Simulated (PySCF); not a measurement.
An element was calculated at UHF (PySCF 2.14, non-relativistic, a triple-zeta basis, no spin-orbit coupling), in the ground configurations that NIST lists.

* first ionisation energy: 7.439 eV
* second ionisation energy: 15.224 eV
* third ionisation energy: 31.705 eV

Problem. Which element is it?

Solution. Germanium (Ge, Z = 32), in def2-TZVP. NIST lists 7.899, 15.935, 34.058 eV for these ionisation energies.
